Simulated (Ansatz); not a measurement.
Reactions of C2H5FGaN, SMILES `[CH3][GaH][C](=N)F`.

Calculated with Ansatz (gas phase, PBE0-D4/def2-TZVP geometries, no zero-point term in ΔE). CBS: MP2 limit from def2 TZ/QZ plus the TZ coupled-cluster correction, frozen cores. This one scheme is used for every species, atoms too. DFT in def2-TZVPP. B3LYP here is the variant with VWN-RPA as its local correlation; programs differ in this. Open shells (•) are unrestricted, without spin–orbit coupling. Spin–orbit coupling would lower the free atoms: a little for C, F; clearly for Ga. Bonds to Ga are less sure, by a few kJ/mol each and by 10 to 20 or more in all where they break to atoms, as the def2 sets lack core-valence functions. Scalar relativity is left out up to krypton. Each species was taken in one conformer, which may not be the lowest.

```tsv
reaction	B3LYP-D4 (eV)	ωB97M-V (eV)	CCSD/CBS(def2) (eV)	MP2/CBS(def2) (eV)	CCSD(T)/CBS(def2) (eV)
`[CH3][GaH][C](=N)F` + `C=O` → `[CH3][GaH2]` + `N=C(F)C=O`	0.10	0.09	0.14	0.16	0.15
`[CH3][GaH][C](=N)F` → 2 C• + F• + Ga• + 5 H• + N•	36.71	36.84	36.07	37.49	36.76
`[CH3][GaH][C](=N)F` + H₂S → `[CH3][GaH][SH]` + `N=CF`	-1.07	-1.06	-1.09	-1.13	-1.08
`[CH3][GaH][C](=N)F` + `NCF` → `[CH3][GaH][NH]CF` + `N=CF`	-0.51	-0.49	-0.57	-0.60	-0.56
`[CH3][GaH][C](=N)F` + `N[SiH2]S` → `N=C(F)S[SiH2]N` + `[CH3][GaH2]`	0.36	0.37	0.47	0.41	0.45
`[CH3][GaH][C](=N)F` + `N=C=O` → `[CH3][GaH][N]=C=O` + `N=CF`	-0.98	-0.97	-1.06	-1.06	-1.01
`[CH3][GaH][C](=N)F` + ethylmethylamine → `CC[N](C)[GaH][CH3]` + `N=CF`	-0.53	-0.47	-0.55	-0.63	-0.58
`[CH3][GaH][C](=N)F` + `SS` → `[CH3][GaH][S]S` + `N=CF`	-1.05	-1.00	-1.05	-1.11	-1.05
`[CH3][GaH][C](=N)F` + silanol → `N=C(F)O[SiH3]` + `[CH3][GaH2]`	0.35	0.34	0.43	0.48	0.45
`[CH3][GaH][C](=N)F` + BH₃ → `[BH2][GaH][CH3]` + `N=CF`	0.16	0.16	0.12	0.19	0.14
```

Largest T1 diagnostic: 0.018, for `N=C=O`.
